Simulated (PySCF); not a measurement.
Species: C5H12AlNO.
Geometry (PBE0-D3(BJ)/def2-SVP, Å), atoms numbered from 1 in this order:
```xyz
20
C5H12AlNO angstrom
N     -0.3679    1.5085    1.9558
C     -1.0343    1.4098    0.8891
C     -0.6411    0.6933   -0.3823
C     -1.5864   -0.4514   -0.7314
C     -1.0101   -1.5978    0.0946
C      0.4849   -1.3823   -0.0453
O      0.6311    0.0446   -0.2182
Al     2.4135    0.9134   -0.3745
H      0.5459    1.0437    1.8616
H     -2.0301    1.8870    0.8387
H     -0.5336    1.4294   -1.1952
H     -1.5297   -0.6726   -1.8081
H     -2.6316   -0.2178   -0.4847
H     -1.3175   -1.5027    1.1474
H     -1.3202   -2.5894   -0.2621
H      1.0701   -1.6816    0.8358
H      0.9080   -1.8691   -0.9376
H      2.8367    0.9089    1.1767
H      3.1399   -0.1600   -1.3204
H      1.9204    2.3001   -1.0110
```

Level: PBE0/pcSseg-1 in PySCF, non-relativistic, on one gas-phase PBE0-D3(BJ)/def2-SVP geometry that isn't relaxed in the solvent. The solvent is an IEF-PCM continuum (Bondi radii, 1.10 Å for H, scaled by 1.2). Only the electrostatic response of the medium enters.

```csv
run,E − E(gas) (kcal/mol),HOMO (eV),HOMO–LUMO gap (eV),dipole (D)
gas,0.00,-7.38,6.77,6.46
P,-12.66,-7.68,7.30,8.05
Q,-5.76,-7.53,7.06,7.18
```

The runs were made in benzene and water. Which run belongs to which solvent?

P = water, Q = benzene. The dielectric constants are 2.271 (benzene), 78.36 (water), and the energy falls further as ε rises. In this model the ground state sees the solvent through ε alone.

How constant is the ratio of the lowering to (ε − 1)/(2ε + 1)?

```json
{"solvent": "benzene", "(ε − 1)/(2ε + 1)": "0.229", "E − E(gas) (kcal/mol)": "-5.76", "ratio (kcal/mol)": "-25.1", "polarisation term (kcal/mol)": "-6.22"}
{"solvent": "water", "(ε − 1)/(2ε + 1)": "0.490", "E − E(gas) (kcal/mol)": "-12.66", "ratio (kcal/mol)": "-25.8", "polarisation term (kcal/mol)": "-14.97"}
```

The ratio changes by +2.7 % in size from benzene to water. The polarisation term is half the interaction of the solute with the induced surface charges.
